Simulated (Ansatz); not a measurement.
Mulliken charges of `[TeH][SiH]1CC1` from ωB97M-V/def2-TZVPP in Ansatz (PBE0-D4/def2-TZVP geometry).

```json
{"atom": "Te1", "x (Å)": "-1.259", "y (Å)": "1.624", "z (Å)": "-1.828", "charge (e)": "-0.036"}
{"atom": "Si2", "x (Å)": "-0.548", "y (Å)": "0.532", "z (Å)": "0.269", "charge (e)": "0.177"}
{"atom": "C3", "x (Å)": "0.319", "y (Å)": "-1.101", "z (Å)": "0.226", "charge (e)": "-0.269"}
{"atom": "C4", "x (Å)": "1.249", "y (Å)": "0.110", "z (Å)": "0.417", "charge (e)": "-0.291"}
{"atom": "H5", "x (Å)": "-2.651", "y (Å)": "0.726", "z (Å)": "-1.921", "charge (e)": "0.002"}
{"atom": "H6", "x (Å)": "-1.277", "y (Å)": "0.906", "z (Å)": "1.500", "charge (e)": "-0.016"}
{"atom": "H7", "x (Å)": "0.209", "y (Å)": "-1.767", "z (Å)": "1.076", "charge (e)": "0.107"}
{"atom": "H8", "x (Å)": "0.399", "y (Å)": "-1.626", "z (Å)": "-0.720", "charge (e)": "0.109"}
{"atom": "H9", "x (Å)": "1.919", "y (Å)": "0.337", "z (Å)": "-0.404", "charge (e)": "0.109"}
{"atom": "H10", "x (Å)": "1.724", "y (Å)": "0.208", "z (Å)": "1.388", "charge (e)": "0.107"}
```

Task: By hand: the dipole of these point charges (1 e Å = 4.8032 D).

Result: Σ q r = (-0.026, -0.020, 0.045) e Å, of length 0.056 e Å = 0.27 D.

Task: How does the dipole of the full density compare? (Estimate.)

Result: Computed: (0.018, -0.088, 0.070) e Å, 0.55 D; the point charges give 0.49 times that, at 46° from its direction.

Point charges leave out the atoms' own dipoles, such as those of lone pairs, and Mulliken's split depends on the basis, so the two needn't agree.
